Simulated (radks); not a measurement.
The numbers below are computed, except where a source is named.
Spherical quantum dot in the effective-mass picture: electrons in a well V = -V0 / (1 + exp((r - R)/a)) with V0 = 5.92, R = 9.97, a = 0.31, with a point charge +2 (a donor) at the centre, all in effective atomic units (hartree* = m*/eps^2 hartree, bohr* = eps/m* bohr), one dielectric constant everywhere. Level of theory: non-relativistic Kohn-Sham, exchange-only LDA, spin-polarised, spherical densities (a radial shooting solver with Libxc functionals). Levels are named by radial order and angular momentum (1s, 1p, 1d, 2s, ...), and open shells are averaged over m.

N = 39, configuration 1s2 1p6 1d10 2s2 1f14 1g(up 5, down 0). This is the lowest configuration that the search found. Occupied and some empty levels:

| level | occupation | eigenvalue (hartree*) | <r> (bohr*) |
|---|---|---|---|
| 1s down | 1 | -1.6400 | 0.9770 |
| 1s up | 1 | -1.6400 | 0.9771 |
| 2s up | 1 | -1.4556 | 7.739 |
| 1p up | 3 | -1.4380 | 7.772 |
| 2s down | 1 | -1.4348 | 7.714 |
| 1p down | 3 | -1.4170 | 7.750 |
| 1d up | 5 | -1.4030 | 7.829 |
| 1d down | 5 | -1.3818 | 7.812 |
| 1f up | 7 | -1.3518 | 7.892 |
| 1f down | 7 | -1.3303 | 7.880 |
| 1g up | 5 | -1.2850 | 7.958 |
| 1g down | 0 | -1.2632 | 7.949 |
| 1h up | 0 | -1.2034 | 8.024 |
| 1h down | 0 | -1.1813 | 8.018 |
| 3s up | 0 | -1.1032 | 5.156 |
| 3s down | 0 | -1.0977 | 5.109 |
| 2p up | 0 | -1.0682 | 5.197 |
| 2p down | 0 | -1.0625 | 5.139 |
| 2d up | 0 | -0.97622 | 5.843 |
| 2d down | 0 | -0.96815 | 5.803 |

Energy (hartree*): total -145.156, kinetic 11.630, external -243.18, Hartree 93.747, exchange-correlation -7.3504.

Electron density:

| r (bohr*) | n(r) (e/bohr*^3) |
|---|---|
| 0.308 | 1.047 |
| 1.08 | 0.07462 |
| 1.86 | 0.007569 |
| 2.63 | 0.0009849 |
| 3.41 | 0.0003278 |
| 4.18 | 0.0006077 |
| 4.96 | 0.001641 |
| 5.73 | 0.004156 |
| 6.51 | 0.009162 |
| 7.28 | 0.01621 |
| 8.06 | 0.01966 |
| 8.83 | 0.01177 |
| 9.61 | 0.001780 |
| 10.4 | 0.00003875 |
| 11.2 | 3.226e-07 |
| 11.9 | 2.733e-09 |
